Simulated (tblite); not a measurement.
Q: Give a GFN2-xTB geometry of `C=C[C+](C)/C=C/SCC`. (Charge +1.)

A: 
Z-matrix in Å and degrees, rows numbered from 1:
```
C 
C   1  1.3411
C   2  1.4375  1  125.34
C   3  1.4804  2  119.25  1    -0.74
C   3  1.3885  2  117.11  1   179.25
C   5  1.3844  3  126.74  2  -178.67
S   6  1.6795  5  121.59  3   179.32
C   7  1.8367  6  102.50  5  -179.27
C   8  1.5153  7  109.57  6   178.65
H   1  1.0765  2  120.64  3  -179.90
H   1  1.0773  2  123.14  3     0.02
H   2  1.0821  1  118.69  3   179.82
H   4  1.0902  3  109.68  2   -58.07
H   4  1.0840  3  113.25  2  -179.33
H   4  1.0902  3  109.91  2    59.11
H   5  1.0829  3  117.19  2     0.81
H   6  1.0813  5  121.54  3    -0.22
H   8  1.0898  7  107.18  6    57.78
H   8  1.0898  7  107.25  6   -60.46
H   9  1.0871  8  109.30  7   179.56
H   9  1.0871  8  111.09  7    60.22
H   9  1.0871  8  111.06  7   -61.06
```

C2 (carbon bonded to 2 C and H) is planar (angles 125.3°, 118.7° and 116.0°, sum 360.0°, 0.00 Å off the plane of its three neighbours). The 2 C–S bonds span 1.679 Å (C6–S7, drawn single) to 1.837 Å (S7–C8, drawn single), a spread of 0.158 Å. C3 (carbon bonded to 3 C) is planar (angles 123.6°, 119.2° and 117.1°, sum 360.0°, 0.00 Å off the plane of its three neighbours). Of the pairs four or more bonds apart, H14···H17 is among the closest relative to their van der Waals radii: 2.05 Å, 85 % of the sum of Bondi's values.

Computed geometry: GFN2-xTB, gas phase.

Point group: near Cs, missed by 0.13 Å at most; the miss may be what the optimiser left on a soft mode. Its GFN2-xTB frequencies are all real (lowest 28 cm⁻¹). Torsions: C1–C2–C3–C4 -1°, C2–C3–C5–C6 -179°, C5–C6–S7–C8 -179°, C6–S7–C8–C9 179°. 3 starts were optimised and ended at 0.00, 0.03 and 1.27 kcal/mol (GFN2-xTB); the lowest of these is shown.

One conformer stands for the species.
